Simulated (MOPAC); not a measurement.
Job for MOPAC: PM3 on H4OSi (SMILES O[SiH3]).

```
PM3 1SCF PRECISE CHARGE=0 THREADS=1
H4OSi

O      0.74738692 1     0.10192979 1     2.37386267 1
Si     0.30835326 1    -0.82291889 1     3.68772311 1
H      1.66674868 1     0.36897394 1     2.29094090 1
H      1.05209503 1    -2.10339029 1     3.70245523 1
H     -1.13649673 1    -1.06119779 1     3.51609245 1
H      0.57244258 1    -0.09987054 1     4.95279636 1
```

Output:

```
*******************************************************************************
 **                                                                           **
 **                              MOPAC v23.2.5                                **
 **                                                                           **
 *******************************************************************************
 ** MOPAC's Digital Object Identifier: https://doi.org/10.5281/zenodo.6511958 **
 **                                                                           **
 ** Please cite the open-source release paper for use of this MOPAC version:  **
 ** J. E. Moussa and J. J. P. Stewart (2026)                                  **
 ** MOPAC: An open-source semiempirical molecular orbital program             **
 ** J. Open Source Softw., 11(119), 8025, https://doi.org/10.21105/joss.08025 **
 *******************************************************************************

                              PM3 CALCULATION RESULTS

 *******************************************************************************
 *  PM3        - The PM3 Hamiltonian to be used
 *
 *
 *
 *                 CHARGE ON SYSTEM = 0
 *
 *
 *
 *  PRECISE    - TIGHTER CRITERIA TO BE USED
 *  1SCF       - DO 1 SCF AND THEN STOP
 *  THREADS=1  - MULTI-THREADING NOT USED
 *  T=         - A TIME OF 172800.0 SECONDS REQUESTED
 *  DUMP=N     - RESTART FILE WRITTEN EVERY 7200.0 SECONDS REQUESTED
 *******************************************************************************
PM3 1SCF PRECISE CHARGE=0 THREADS=1
 H4OSi

   ATOM   CHEMICAL          X               Y               Z
  NUMBER   SYMBOL      (ANGSTROMS)     (ANGSTROMS)     (ANGSTROMS)

     1       O          0.74738692  *   0.10192979  *   2.37386267  *
     2      Si          0.30835326  *  -0.82291889  *   3.68772311  *
     3       H          1.66674868  *   0.36897394  *   2.29094090  *
     4       H          1.05209503  *  -2.10339029  *   3.70245523  *
     5       H         -1.13649673  *  -1.06119779  *   3.51609245  *
     6       H          0.57244258  *  -0.09987054  *   4.95279636  *



          CARTESIAN COORDINATES

    NO.       ATOM           X           Y           Z

     1         O          0.7474      0.1019      2.3739
     2        Si          0.3084     -0.8229      3.6877
     3         H          1.6667      0.3690      2.2909
     4         H          1.0521     -2.1034      3.7025
     5         H         -1.1365     -1.0612      3.5161
     6         H          0.5724     -0.0999      4.9528

  H: (PM3): J. J. P. STEWART, J. COMP. CHEM. 10, 209 (1989).
  O: (PM3): J. J. P. STEWART, J. COMP. CHEM. 10, 209 (1989).
 Si: (PM3): J. J. P. STEWART, J. COMP. CHEM. 10, 209 (1989).

           Empirical Formula: H4 O Si  =     6 atoms



      MOLECULAR POINT GROUP   :   Cs


      RHF CALCULATION, NO. OF DOUBLY OCCUPIED LEVELS = 7


 -------------------------------------------------------------------------------
 PM3 1SCF PRECISE CHARGE=0 THREADS=1
 H4OSi



     1SCF WAS SPECIFIED, SO BFGS WAS NOT USED
     SCF FIELD WAS ACHIEVED


                              PM3 CALCULATION
                                                       MOPAC v23.2.5 Linux




          FINAL HEAT OF FORMATION =        -61.55408 KCAL/MOL =    -257.54227 KJ/MOL


          COSMO AREA              =         87.17 SQUARE ANGSTROMS
          COSMO VOLUME            =         73.47 CUBIC ANGSTROMS

          IONIZATION POTENTIAL    =         10.168018 EV
          HOMO LUMO ENERGIES (EV) =        -10.168  0.916
          NO. OF FILLED LEVELS    =          7
          MOLECULAR WEIGHT        =         48.1165         POINT GROUP:  Cs

          MOLECULAR DIMENSIONS (Angstroms)

            Atom       Atom       Distance
            H     5    H     3     3.37707
            H     4    H     6     2.40988
            O     1    H     6     1.97827


          SCF CALCULATIONS        =          1





   ATOM   CHEMICAL          X               Y               Z
  NUMBER   SYMBOL      (ANGSTROMS)     (ANGSTROMS)     (ANGSTROMS)

     1       O          0.74738692  *   0.10192979  *   2.37386267  *
     2      Si          0.30835326  *  -0.82291889  *   3.68772311  *
     3       H          1.66674868  *   0.36897394  *   2.29094090  *
     4       H          1.05209503  *  -2.10339029  *   3.70245523  *
     5       H         -1.13649673  *  -1.06119779  *   3.51609245  *
     6       H          0.57244258  *  -0.09987054  *   4.95279636  *

                             CARTESIAN COORDINATES

   1    O        0.747386920     0.101929790     2.373862670
   2   Si        0.308353260    -0.822918890     3.687723110
   3    H        1.666748680     0.368973940     2.290940900
   4    H        1.052095030    -2.103390290     3.702455230
   5    H       -1.136496730    -1.061197790     3.516092450
   6    H        0.572442580    -0.099870540     4.952796360


           Empirical Formula: H4 O Si  =     6 atoms



      MOLECULAR POINT GROUP   :   Cs


                  EIGENVALUES
 -35.52830 -17.18151 -15.55202 -13.37121 -12.74177 -10.81036 -10.16802   0.91601
   1.82022   2.41483   2.46386   5.47603


              NET ATOMIC CHARGES AND DIPOLE CONTRIBUTIONS

  ATOM NO.   TYPE          CHARGE      No. of ELECS.   s-Pop       p-Pop
    1          O          -0.490469        6.4905     1.75410     4.73637
    2         Si           0.694789        3.3052     0.90939     2.39582
    3          H           0.195543        0.8045     0.80446
    4          H          -0.145917        1.1459     1.14592
    5          H          -0.108076        1.1081     1.10808
    6          H          -0.145869        1.1459     1.14587
 DIPOLE           X         Y         Z       TOTAL
 POINT-CHG.     0.285    -0.545     0.976     1.153
 HYBRID         0.675     0.226    -0.108     0.720
 SUM            0.961    -0.319     0.867     1.333


          ATOMIC ORBITAL ELECTRON POPULATIONS

     Atom    s        px        py        pz
    1  O   1.75410   1.33755   1.77359   1.62522
    2 Si   0.90939   0.86712   0.79610   0.73260
    3  H   0.80446
    4  H   1.14592
    5  H   1.10808
    6  H   1.14587

 **********************
 *                    *
 * JOB ENDED NORMALLY *
 *                    *
 **********************




 == MOPAC DONE ==
```

The run finished.

Cost: roughly 0.020 core-seconds.
